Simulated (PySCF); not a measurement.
# Working out the ionisation energy of Ge

Ge [Ar] 3d10 4s2 4p2 (3P) → Ge⁺ [Ar] 3d10 4s2 4p1 (2P). All numbers are calculated (PySCF 2.14, scalar relativity through the core potential, in aug-cc-pVTZ-PP with ECP10MDF). Frozen: 3s2 3p6 3d10. Energies in hartree (1 hartree = 27.21139 eV):

```tsv
part	Ge (lower)	Ge⁺ (upper)
UHF	-293.352850	-293.080756
MP2 opposite-spin	-0.041861	-0.035133
MP2 same-spin	-0.008873	-0.002568
```

Problem. What does Hartree-Fock give?

Solution. (-293.080756) − (-293.352850) = 0.272094 hartree = 7.404 eV.

Problem. What do MP2 and SCS-MP2 (6/5 opposite-spin, 1/3 same-spin) give?

Solution. The opposite-spin parts differ by 0.183 eV and the same-spin parts by 0.172 eV. MP2: 7.404 + (0.183) + (0.172) = 7.759 eV. SCS-MP2: 7.404 + 1.2 × (0.183) + (0.172)/3 = 7.681 eV.

Measured between the centres of the two terms (NIST): 7.925 eV, so MP2 (valence) is off by -0.166 eV.

What remains against the reference includes basis incompleteness, the frozen core and correlation beyond second order.
